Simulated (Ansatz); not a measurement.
Consider the formal exchange of groups at the Si–B bond: `B[Si](O)(F)OC` + CH₄ → `CO[Si](C)(O)F` + BH₃.

Program: Ansatz. Geometries: PBE0-D4/def2-TZVP. ΔE: electronic, gas phase. CBS: MP2 limit from def2 TZ/QZ plus the TZ coupled-cluster correction, frozen cores. This one scheme is used for every species. Functionals use def2-TZVPP. B3LYP here is the variant with VWN-RPA as its local correlation; programs differ in this. Each species was taken in one conformer, which may not be the lowest.

`B[Si](O)(F)OC`:

Z-matrix (Å, degrees):
```
Si
O 1 1.627
F 1 1.605 2 110.7
B 1 2.005 2 110.7 3 -116.7
O 1 1.633 2 106.6 3 116.5
H 2 0.959 1 117.6 3 -83.3
H 4 1.194 1 121.4 2 29.2
H 4 1.196 1 121.3 2 -152.0
C 5 1.411 1 124.8 2 -171.4
H 9 1.094 5 111.1 1 66.4
H 9 1.096 5 111.5 1 -55.0
H 9 1.091 5 108.2 1 -174.2
```

CH₄:

```xyz
5

C     0.000    0.000    0.000
H    -0.536    0.929   -0.191
H     0.931   -0.006   -0.566
H    -0.617   -0.845   -0.306
H     0.222   -0.079    1.064
```

`CO[Si](C)(O)F`:

```xyz
13

C    -1.792    0.465   -0.842
O    -0.562   -0.198   -1.031
Si    0.458   -0.649    0.156
C     1.332    0.737    0.992
O     1.558   -1.655   -0.491
F    -0.420   -1.415    1.254
H    -1.641    1.489   -0.483
H    -2.307    0.511   -1.802
H    -2.428   -0.068   -0.128
H     2.000    0.357    1.768
H     1.929    1.304    0.275
H     0.621    1.419    1.465
H     1.253   -2.298   -1.132
```

BH₃:

```xyz
4

B     0.000    0.000    0.000
H     0.991   -0.630   -0.213
H    -0.637    0.436   -0.910
H    -0.353    0.195    1.123
```

```csv
level,ΔE (kJ/mol)
PBE0-D4,-24.0
B3LYP-D4,-26.0
ωB97M-V,-32.9
r2SCAN,-26.4
B3LYP,-23.9
HF/def2-TZVPP,-34.6
CCSD(T)/def2-TZVPP,-29.3
SCS-MP2/def2-QZVPP,-33.2
```

What does CCSD(T)/CBS give? (Estimate.)

Ansatz gave: -29.2 kJ/mol. The listed levels differ from it by 5.2, 3.2, -3.7, 2.8, 5.3, -5.4, -0.1, -4.0 kJ/mol.

Largest T1 diagnostic among the species: 0.012.

From PBE to PBE0 (25 % exact exchange), in def2-TZVPP and without D4, ΔE moves by −6.7 kJ/mol.
